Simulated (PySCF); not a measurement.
**Frontier levels across methods**

Compound: C2H10AlN.
Z-matrix (Å and degrees, PBE0-D3(BJ)/def2-SVP geometry), rows numbered from 1:
```
C 
C   1  1.5292
Al  2  1.9885  1  115.41
N   3  2.0762  2  100.75  1    57.12
H   1  1.1063  2  112.35  3   -62.55
H   1  1.1043  2  113.38  3   177.61
H   1  1.1031  2  111.65  3    56.85
H   2  1.1068  1  110.15  3   125.06
H   2  1.1064  1  109.16  3  -120.90
H   3  1.6121  2  116.86  1   -48.02
H   3  1.6108  2  117.83  1   163.57
H   4  1.0208  3  111.26  2  -177.66
H   4  1.0212  3  111.09  2   -58.03
H   4  1.0209  3  111.85  2    62.16
```

Basis pcSseg-2 throughout (PySCF), one geometry. Geometry: PBE0-D3(BJ)/def2-SVP, one conformer, isolated molecule.

Question: How do the orbital energies, the gap and the dipole change with the method?

Answer: 
| method | kind | HOMO (eV) | LUMO (eV) | gap (eV) | μ (D) | SCF cycles |
| --- | --- | --- | --- | --- | --- | --- |
| BLYP | GGA | -5.36 | -1.35 | 4.01 | 4.97 | 14 |
| OPBE | GGA | -5.43 | -1.15 | 4.28 | 4.99 | 14 |
| B97-D | GGA | -5.46 | -1.19 | 4.27 | 5.02 | 14 |
| PBE | GGA | -5.48 | -1.34 | 4.14 | 4.97 | 14 |
| LDA | LDA | -5.56 | -1.44 | 4.12 | 4.99 | 14 |
| KT2 | GGA | -5.57 | -1.37 | 4.20 | 4.88 | 14 |
| BP86 | GGA | -5.57 | -1.21 | 4.37 | 5.00 | 14 |
| KT3 | GGA | -5.58 | -1.50 | 4.08 | 4.89 | 14 |
| B97-2 | global hybrid | -6.45 | -0.53 | 5.92 | 5.03 | 12 |
| B3LYP | global hybrid | -6.50 | -0.89 | 5.61 | 5.02 | 12 |
| PBE0 | global hybrid | -6.70 | -0.56 | 6.13 | 5.03 | 12 |
| mPW1PW91 | global hybrid | -6.72 | -0.55 | 6.17 | 5.04 | 12 |
| BHandHLYP | global hybrid | -7.86 | -0.01 | 7.85 | 5.06 | 11 |
| CAM-B3LYP | range-separated hybrid | -8.07 | 0.14 | 8.21 | 5.05 | 12 |
| wB97X-D | range-separated hybrid | -8.57 | 1.20 | 9.76 | 5.07 | 12 |
| LC-wPBE | range-separated hybrid | -9.41 | 1.36 | 10.78 | 5.10 | 12 |
| HF | Hartree–Fock | -9.70 | 1.76 | 11.45 | 5.15 | 9 |

The HOMO spans 4.33 eV, from BLYP down to HF, and the gap runs from 4.01 eV (BLYP) to 11.45 eV (HF). Over the methods BLYP (0 %), OPBE (0 %), B97-D (0 %), PBE (0 %), LDA (0 %), KT2 (0 %), BP86 (0 %), KT3 (0 %), B97-2 (21 %), B3LYP (20 %), PBE0 (25 %), mPW1PW91 (25 %), BHandHLYP (50 %), HF (100 %), a straight line through the gap against the share of exact exchange rises by 0.73 eV for each 10 % (correlation coefficient 0.998). The dipole ranges from 4.88 D (KT2) to 5.15 D (HF). This basis has no diffuse functions.
